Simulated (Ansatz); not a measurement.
Species: sum formula ZnHS (charge +1, singlet). 
Coordinates optimised at B3LYP-D3(BJ)/def2-TZVP (Ansatz, a program for electronic structure):
```xyz
3

Zn    -0.3566    -0.6416    -0.2847
S      0.5771     1.1739     0.4591
H      1.4649     0.4663     1.1952
```
Charge +1, spin multiplicity 1.

Basis-set convergence of Hartree-Fock and CCSD correlation energies (hartree) with Ansatz. Cores are frozen in the correlated levels unless marked. No spin-orbit coupling. Frozen are the shells of the preceding noble gas and the d and f shells that filled before the atom's block. No relativistic terms.

```json
[
 {"basis": "def2-SVP", "functions": "54", "E(HF)": "-2175.27848", "E(corr, CCSD)": "-0.40872"},
 {"basis": "def2-TZVPP", "functions": "120", "E(HF)": "-2175.66181", "E(corr, CCSD)": "-0.62186"},
 {"basis": "def2-QZVPP", "functions": "200", "E(HF)": "-2175.71514", "E(corr, CCSD)": "-0.66385"}
]
```

Extrapolating the two largest sets (X = 3 and 4) as X^-3: E(corr) = (64·(-0.66385) - 27·(-0.62186))/37 = -0.6945 Eh, an estimate of the basis-set limit. The largest set recovers 95.6 % of it, the smallest 58.9 %.
